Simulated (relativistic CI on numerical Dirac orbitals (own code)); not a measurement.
## Tl31+: sensitivity of the levels to the model

Base calculation: Dirac-Coulomb-Breit CI, orbitals from a KLI potential per configuration, a model potential for QED, unscaled Slater integrals.

Configuration list (outside the closed core [Ar] 3d10 4p6): 4s2.4d10.4f4, 4s2.4d10.4f3.5s, 4s2.4d10.4f3.5p, 4s2.4d10.4f2.5s2, 4s2.4d10.4f2.5s.5p, 4s2.4d10.4f3.5d, 4s2.4d10.4f2.5p2, 4s2.4d10.4f2.5s.5d, 4s.4d10.4f5, 4s2.4d9.4f3.5s2, 4s2.4d10.4f3.5f, 4s2.4d10.4f3.6s, 4s2.4d10.4f3.6p. Levels of other configurations are missing.

Variants: (1) valence Slater integrals scaled by 0.9; (2) Breit term removed; (3) one mean potential for all configurations. Shifts of the energy above 4s2.4d10.4f4 5I_4, in cm⁻¹, for the lowest level and the first level of each name with at least 55 % of one term (blank where a level changes its place among those of its configuration and J or its character, or is not in the variant):

```csv
Level,Base,Δ(1),Δ(2),Δ(3)
4s2.4d10.4f4 5I_4,0.0,0.0,0.0,0.0
4s2.4d10.4f4 5I_5,30406.0,+1125.0,+2116.7,-223.4
4s2.4d10.4f4 5I_6,51801.9,+403.3,+3690.5,-314.4
4s2.4d10.4f4 5F_1,64897.6,-2688.2,+772.3,-185.6
4s2.4d10.4f4 3K_6,92114.0,-2165.2,+3966.0,-379.4
4s2.4d10.4f4 5F_4,104379.0,-3432.4,+3044.2,-373.9
4s2.4d10.4f4 5G_4,119226.1,-4083.2,+3196.7,-408.0
4s2.4d10.4f4 3P_1,129915.1,-4686.4,+2880.5,-432.7
4s2.4d10.4f4 3L_8,134212.6,-5026.7,+6536.2,-474.1
4s2.4d10.4f4 3M_9,134745.2,-5390.3,+7070.9,-460.8
4s2.4d10.4f4 5D_1,137836.0,-9211.8,+545.1,-213.4
4s2.4d10.4f4 3P_0,141523.8,-5618.8,+3202.0,-445.2
4s2.4d10.4f4 5D_2,156208.8,-8534.4,+2140.0,-354.2
4s2.4d10.4f4 3M_10,160974.4,-7109.7,+8668.5,-522.5
```

At this charge energies of transitions that change n are usually good to better than 1 %, and those within a shell (Δn = 0) to a few per cent. Terms inside the open d or f shell come out 10 to 20 % too wide with unscaled integrals.

Ionisation energy from the two ground configurations alone: base 1153.38 eV; valence Slater integrals scaled by 0.9 1153.07 eV. The NIST ASD value (theoretical) is 1170 eV.

LS names give the leading component of a level, which can be under half, so a name can repeat, a term be missing and a line seem to break the LS rules.
